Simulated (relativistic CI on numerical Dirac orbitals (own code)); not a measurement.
Sensitivity of the levels of Tm XIX to α and to the nuclear radius

Computed by Dirac-Coulomb-Breit CI, orbitals from a KLI potential per configuration, derivatives by finite differences, unscaled Slater integrals, QED left out (own radial code, finite nucleus).

Configuration list (outside the closed core [Ar] 3d10 4p6 4d10): 4s2 4f5, 4s2 4f4 5s, 4s2 4f3 5s2, 4s 4f4 5s2. Levels of other configurations are missing.

With x = (α/α₀)² − 1 an excitation energy changes as ω = ω₀ + qx; K = 2q/ω₀ is the relative enhancement. Terms are leading LS components, so labels can repeat. The field-shift factor is F = δν/δ⟨r²⟩ for the transition from the lowest level.

Lowest level 4s2 4f5 6H°_5/2.

```
           Level  ω₀ (cm⁻¹)  q (cm⁻¹)       K  F (GHz/fm²)
 4s2 4f5 6H°_7/2     4113.7      5466    2.66        0.207
 4s2 4f5 6H°_9/2     8508.8     10340    2.43        0.399
4s2 4f5 6H°_11/2    12932.5     14310    2.21        0.565
 4s2 4f5 6F°_1/2    16520.4      6650   0.805        0.341
 4s2 4f5 6F°_3/2    16826.0      5672   0.674        0.315
4s2 4f5 6H°_13/2    17247.9     17340    2.01        0.702
 4s2 4f5 6F°_5/2    17955.2      5149   0.574        0.311
4s2 4f5 6H°_15/2    21304.0     19150     1.8        0.799
 4s2 4f5 6F°_7/2    21330.9      9886   0.927         0.49
 4s2 4f5 6F°_9/2    25709.7     14860    1.16        0.684
4s2 4f5 6F°_11/2    30447.9     19140    1.26         0.86
 4s2 4f5 4G°_5/2    36956.1      1461  0.0791        0.392
 4s2 4f5 4F°_3/2    40246.7      6079   0.302         0.55
4s2 4f5 4M°_15/2    40252.3     741.2  0.0368        0.365
 4s2 4f5 4G°_7/2    44673.7      9463   0.424        0.704
 4s2 4f5 4I°_9/2    44754.1      6887   0.308        0.625
4s2 4f5 4I°_11/2    45358.4      6174   0.272         0.59
4s2 4f5 4K°_13/2    45644.3      4575     0.2        0.536
4s2 4f5 4M°_17/2    47173.1      9228   0.391        0.687
 4s2 4f5 4G°_5/2    50955.2      7938   0.312        0.699
4s2 4f5 4I°_15/2    51157.0     13310    0.52        0.861
4s2 4f5 4M°_19/2    52265.7     13950   0.534        0.883
 4s2 4f5 4G°_9/2    52671.6     14020   0.532        0.906
```

At this charge energies of transitions that change n are usually good to better than 1 %, and those within a shell (Δn = 0) to a few per cent. Terms inside the open d or f shell come out 10 to 20 % too wide with unscaled integrals.
